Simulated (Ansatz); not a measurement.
Consider the ligand exchange at the In–Cl bond: `C[CH2][InH][Cl]` + H–F → `C[CH2][InH][F]` + HCl.

Program: Ansatz. Geometries: PBE0-D4/def2-TZVP. ΔE: electronic, gas phase. CBS: MP2 limit from def2 TZ/QZ plus the TZ coupled-cluster correction, frozen cores. This one scheme is used for every species. def2 core potentials past Kr. For In outer-core shells are correlated without core-valence functions, which leaves a few kJ/mol of doubt a bond. One conformer a species, not always the lowest.

```tsv
species	CCSD(T)/CBS(def2) energy (Eh)
`C[CH2][InH][Cl]`	-729.34923
H–F	-100.39570
`C[CH2][InH][F]`	-369.34165
HCl	-460.38127
```

(1) Work out ΔE.

Largest T1 diagnostic among the species: 0.014.

Answers

(1) ΔE = (-369.34165) + (-460.38127) − (-729.34923) − (-100.39570) = 0.02201 Eh = +13.8 kcal/mol.

Leaving LDA and LC-ωPBE aside and taking each functional with its dispersion term where it has one, the values, not all of them listed here, spread over 4.8 kcal/mol, from BLYP-D4 to PBE-QIDH. LDA lies +1.4 kcal/mol from PBE without D4. The D4 term adds +1.2 kcal/mol with B3LYP and +0.7 kcal/mol with PBE0; it sums over pairs of atoms, weighted by their polarisabilities, and B3LYP, whose exchange is more repulsive, gets the larger term. From PBE to PBE0 (25 % exact exchange), in def2-TZVPP and without D4, ΔE moves by +2.4 kcal/mol.

B3LYP here is the variant with VWN-RPA as its local correlation; programs differ in this.
